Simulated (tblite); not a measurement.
Run record: tight-binding relaxation, `IC1CC1`.

Computed with GFN2-xTB geometry optimisation, gas phase (tblite 0.8.0). Start geometry: from a force field or distance geometry. The input is one job of a driver script: a line of settings, then coordinates in Å.

Input:
```
{"job": {"kind": "relax", "xc": "GFN2-xTB", "basis": "xTB"}, "charge": 0, "multiplicity": 1}
I      2.478800    -0.033800    -0.667500
C      0.689400    -0.010800     0.426800
C     -0.479900    -0.746400    -0.135000
C     -0.467000     0.767100    -0.131300
H      0.819300    -0.030200     1.520400
H     -1.160100    -1.247900     0.550300
H     -0.399600    -1.236400    -1.101600
H     -1.110400     1.274400     0.583400
H     -0.357000     1.270000    -1.070500
```

Output:
```
step      E/eV     max force
  0    -346.94987    0.924
  1    -346.97527    0.323
  2    -346.98209    0.263
  3    -346.98647    0.215
  4    -346.98909    0.140
  5    -346.99089    0.097
  6    -346.99178    0.075
  7    -346.99217    0.051
  8    -346.99237    0.041
  9    -346.99253    0.031
 10    -346.99267    0.033
 11    -346.99275    0.026
 12    -346.99280    0.020
 13    -346.99285    0.026
 14    -346.99289    0.029
 15    -346.99293    0.022
 16    -346.99296    0.014
 17    -346.99298    0.015
 18    -346.99299    0.009
```

«max force» is the largest atomic force in eV/Å.

Task: From which step on does the largest force stay under 0.1 eV/Å, and how much energy is left to gain from there?

Result: From step 5 (0.097 eV/Å), 2.1 meV above the end.

In short: energy lowered by 1.0 kcal/mol over 18 steps; largest atomic force 0.009 eV/Å at the end.

Task: Where do the atoms end?

Result: 0.028 Å rms from the input after alignment:
```
atom  x, y, z in Å
I1     2.5239   -0.0345   -0.6407
C2     0.6700   -0.0150    0.4193
C3    -0.5074   -0.7391   -0.1394
C4    -0.4825    0.7598   -0.1233
H5     0.8480   -0.0292    1.4829
H6    -1.1553   -1.2574    0.5527
H7    -0.4056   -1.2376   -1.0915
H8    -1.1136    1.2842    0.5796
H9    -0.3640    1.2749   -1.0647
```

The run took under 0.1 s of wall time on one thread, Arm Neoverse V1 (aarch64) (shared host).
Labels such as C1 count atoms from 1, the log's own numbers from 0.
